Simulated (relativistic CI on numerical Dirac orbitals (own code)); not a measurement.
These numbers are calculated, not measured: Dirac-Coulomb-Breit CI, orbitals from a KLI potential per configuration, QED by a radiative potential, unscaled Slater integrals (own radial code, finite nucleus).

Configuration list (outside the closed core [Ne]): 3s²3p⁶3d⁵, 3s²3p⁵3d⁶, 3s²3p⁴3d⁷, 3s3p⁶3d⁶, 3p⁶3d⁷, 3s²3p⁶3d⁴4s, 3s²3p⁶3d⁴4p, 3s3p⁵3d⁷, 3s²3p⁶3d⁴4d, 3s²3p⁶3d³4s², 3s²3p⁶3d⁴4f, 3s²3p⁵3d⁵4s, 3s²3p⁶3d³4s4p, 3s²3p⁴3d⁶4s, 3s²3p⁶3d⁴5s, 3s²3p⁶3d³4p², 3s²3p⁵3d⁵4p, 3s²3p⁴3d⁶4p, 3s²3p⁶3d⁴5p, 3s²3p⁶3d³4s4d, 3s²3p⁶3d⁴5d, 3s3p⁵3d⁶4s, 3s3p⁶3d⁵4s, 3s²3p⁶3d⁴5g, 3s²3p⁶3d³4d², 3p⁶3d⁵4s². Levels of other configurations are missing.

At this charge energies of transitions that change n are usually good to better than 1 %, and those within a shell (Δn = 0) to a few per cent. Terms inside the open d or f shell come out 10 to 20 % too wide with unscaled integrals.

Outline of the computed level scheme of Sr XVI. Lowest level of each configuration: 3s²3p⁶3d⁵ ⁶S5/2 at 0.000 eV; 3s²3p⁵3d⁶ ⁶F°11/2 at 119.410 eV.

LS names give the leading component of a level, which can be under half, so a name can repeat, a term be missing and a line seem to break the LS rules.
